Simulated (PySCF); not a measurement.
## First hyperpolarisability: SMILES CCOc1ccc(C)cc1, C9H12O

Geometry:
```csv
atom,x (Å),y (Å),z (Å)
C1,4.245,-0.461,-0.235
C2,2.827,-0.895,0.047
O3,1.972,0.178,-0.262
C4,0.641,0.027,-0.090
C5,-0.161,1.131,-0.409
C6,-1.539,1.063,-0.260
C7,-2.172,-0.098,0.208
C8,-3.667,-0.177,0.335
C9,-1.357,-1.186,0.525
C10,0.031,-1.139,0.383
H11,4.363,-0.189,-1.293
H12,4.510,0.414,0.376
H13,4.947,-1.275,-0.003
H14,2.709,-1.182,1.109
H15,2.560,-1.780,-0.561
H16,0.328,2.037,-0.771
H17,-2.143,1.939,-0.513
H18,-3.968,-0.878,1.127
H19,-4.104,0.805,0.568
H20,-4.131,-0.525,-0.603
H21,-1.815,-2.106,0.899
H22,0.623,-2.015,0.647
```

Level of theory: PySCF, quadratic response CAM-B3LYP/def2-SVPD first hyperpolarisability, Taylor convention, gas phase. Geometry: PBE0-D3(BJ)/def2-SVP.

(1) What is the first hyperpolarisability, and how does it disperse?

(2) Which lowest excitations, dipole and polarisabilities go with it?

## Answers

(1) In au, Taylor convention; the vector part is βᵢ = ⅓ Σⱼ (βᵢⱼⱼ + βⱼᵢⱼ + βⱼⱼᵢ); β∥ is 3/5 of the vector part along the dipole, the dipole points from − to +:
```csv
process,λ (nm),β vector norm,β∥,β HRS,depolarisation ratio
"static β(0;0,0)",∞,211.3,10.9,95.7,3.88
"second harmonic β(−2ω;ω,ω)",1907,223.5,12.6,100.9,3.92
"Pockels β(−ω;ω,0)",1907,215.3,11.5,–,–
"second harmonic β(−2ω;ω,ω)",1064,255.2,17.2,114.6,4.01
"Pockels β(−ω;ω,0)",1064,224.4,12.7,–,–
```

(2) S1 5.03 eV (f = 0.035); S2 5.81 eV (f = 0.142); S3 6.21 eV (f = 0.007); dipole 1.18 D; isotropic α 112.9 au static, 113.3 au at 1907 nm, 114.2 au at 1064 nm, 114.5 au at 953.5 nm, 118.4 au at 532 nm.
